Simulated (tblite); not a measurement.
Compound: C8H7O (doublet state).
Bonds: C1–C2, C2–O3 (double), C2–C4, C4–C5 (aromatic), C5–C6 (aromatic), C6–C7 (aromatic), C7–C8 (aromatic), C8–C9 (aromatic), C4–C9 (aromatic). Hydrogens: H10, H11, H12 on C1; H13 on C6; H14 on C7; H15 on C8; H16 on C9.

The geometry is computed with GFN2-xTB (gas phase). This method treats the open shell by occupation alone, without spin polarisation.

What internal coordinates does the optimisation give?

```json
{"bond": "C1–C2", "length (pm)": "150.7", "order": "single"}
{"bond": "C2=O3", "length (pm)": "120.9", "order": "double"}
{"bond": "C2–C4", "length (pm)": "148.3", "order": "single"}
{"bond": "C4–C5", "length (pm)": "137.0", "order": "aromatic"}
{"bond": "C5–C6", "length (pm)": "136.2", "order": "aromatic"}
{"bond": "C6–C7", "length (pm)": "139.5", "order": "aromatic"}
{"bond": "C7–C8", "length (pm)": "138.6", "order": "aromatic"}
{"bond": "C8–C9", "length (pm)": "137.9", "order": "aromatic"}
{"bond": "C4–C9", "length (pm)": "140.3", "order": "aromatic"}
{"bond": "C1–H10, C1–H11, C1–H12", "length (pm)": "108.7", "order": "single"}
{"bond": "C6–H13", "length (pm)": "108.0", "order": "single"}
{"bond": "C7–H14", "length (pm)": "108.1", "order": "single"}
{"bond": "C8–H15", "length (pm)": "108.1", "order": "single"}
{"bond": "C9–H16", "length (pm)": "108.1", "order": "single"}
```

Bonds in one row agree within 1 pm and their mean is given. Orders are formal, as drawn. A selection of angles:
```json
{"angle": "C2–C1–H10", "degrees": "109.3"}
{"angle": "H10–C1–H11", "degrees": "110.0"}
{"angle": "H10–C1–H12", "degrees": "107.9"}
{"angle": "C1–C2–O3", "degrees": "123.1"}
{"angle": "C1–C2–C4", "degrees": "114.4"}
{"angle": "O3–C2–C4", "degrees": "122.5"}
{"angle": "C2–C4–C5", "degrees": "123.8"}
{"angle": "C2–C4–C9", "degrees": "119.5"}
{"angle": "C5–C4–C9", "degrees": "116.8"}
{"angle": "C4–C5–C6", "degrees": "125.0"}
{"angle": "C5–C6–C7", "degrees": "117.5"}
{"angle": "C5–C6–H13", "degrees": "122.1"}
{"angle": "C7–C6–H13", "degrees": "120.4"}
{"angle": "C6–C7–C8", "degrees": "119.9"}
{"angle": "C6–C7–H14", "degrees": "119.5"}
{"angle": "C8–C7–H14", "degrees": "120.6"}
{"angle": "C7–C8–C9", "degrees": "120.7"}
{"angle": "C7–C8–H15", "degrees": "119.7"}
{"angle": "C9–C8–H15", "degrees": "119.6"}
{"angle": "C8–C9–H16", "degrees": "122.2"}
{"angle": "C4–C9–C8", "degrees": "120.2"}
{"angle": "C4–C9–H16", "degrees": "117.6"}
```

Dihedral angles: C1–C2–C4–C5 0° (synperiplanar).

C2 (carbon bonded to 2 C and O) is planar (angles 123.1°, 122.5° and 114.4°, sum 360.0°, 0.00 Å off the plane of its three neighbours). C8 (carbon bonded to 2 C and H) is planar (angles 120.7°, 119.7° and 119.6°, sum 360.0°, 0.00 Å off the plane of its three neighbours). The 9 heavy atoms lie in one plane (0.001 Å rms). C6 (carbon bonded to 2 C and H) is planar (angles 122.1°, 120.4° and 117.5°, sum 360.0°, 0.00 Å off the plane of its three neighbours). C7 (carbon bonded to 2 C and H) is planar (angles 120.6°, 119.9° and 119.5°, sum 360.0°, 0.00 Å off the plane of its three neighbours). Of the pairs four or more bonds apart, O3···H16 is among the closest relative to their van der Waals radii: 2.50 Å, 92 % of the sum of Bondi's values. C9 (carbon bonded to 2 C and H) is planar (angles 122.2°, 120.2° and 117.6°, sum 360.0°, 0.00 Å off the plane of its three neighbours).

Point group: Cs (every atom within 0.08 Å of its image). Its GFN2-xTB frequencies are all real (lowest 26 cm⁻¹). 3 starts were optimised and ended at 0.00, 0.01 and 3.53 kcal/mol (GFN2-xTB); the lowest of these is shown.

One conformer stands for the species.
